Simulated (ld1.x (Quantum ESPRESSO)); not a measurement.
Results of a calculation; reference values are marked as such.
**Pseudopotentials across the periodic table**

Generated with ld1.x 7.5 (TM, RRKJ, ultrasoft, PAW), atompaw 4.2 or ONCVPSP 4.0.1. The cutoff is in Ry: for ld1.x and atompaw files where the sum of valence levels is converged to 10 mRy in a Bessel basis, for ONCV files where the hardest occupied wave has 1 mHa per electron of residual kinetic energy. The error is the largest all-electron minus pseudo excitation energy over each file’s own four to seven test configurations (ionisations up to +4, promotions, holes and added fractions of an electron), all of which were solved. The labels leave out finer settings (local radius, basis sizes, second energies), which also bear on the numbers. Spin-polarised tests are not counted. The rows are a selection from randomly drawn settings: files with unsolved tests, undetermined cutoffs or missed reference levels are left out.

A true bound ghost makes a file unfit for plane-wave use even where its test errors are small: the radial tests pick states by their node count and pass the ghost by.

```tsv
element	potential	cutoff (Ry)	largest error (meV)	bound ghosts
Cl	TM, LDA (PZ), scalar-relativistic, rc 1.15/1.25 (sp), local smoothed, core correction yes, reference 3s2 3p3.5	55	+21	none
As	TM, Wu–Cohen, scalar-relativistic, rc 1.30/1.65/1.80 (spd), local s, core correction yes, reference 4s2 4p3	45	-82	p, d
Rh	TM semilocal, revPBE, scalar-relativistic, rc 0.95/1.40/1.50 (spd), local s, core correction no, reference 4s2 4p6 4d7 5s0 5p0	140	+83	none
```

Question: Fill in the row for Sn: TM semilocal, PBEsol, scalar-relativistic, rc 2.15/3.30/1.45 (spd), local s, core correction yes, reference 4d10 5s2 5p2.

Answer: cutoff 90 Ry, largest error -134 meV, bound ghosts: none.

Question: Fill in the row for Nb: TM, LDA (PZ), scalar-relativistic, rc 2.65/3.40/2.70 (spd), local smoothed, core correction yes, reference 4d4 5s0 5p1.

Answer: cutoff 25 Ry, largest error -414 meV, bound ghosts: none.

Question: Fill in the row for K: TM semilocal, LDA (PZ), scalar-relativistic, rc 3.35/1.25/4.20 (spd), local d, core correction yes, reference 3p6 3d0.5 4s0.5 4p0.

Answer: cutoff 45 Ry, largest error -121 meV, bound ghosts: none.
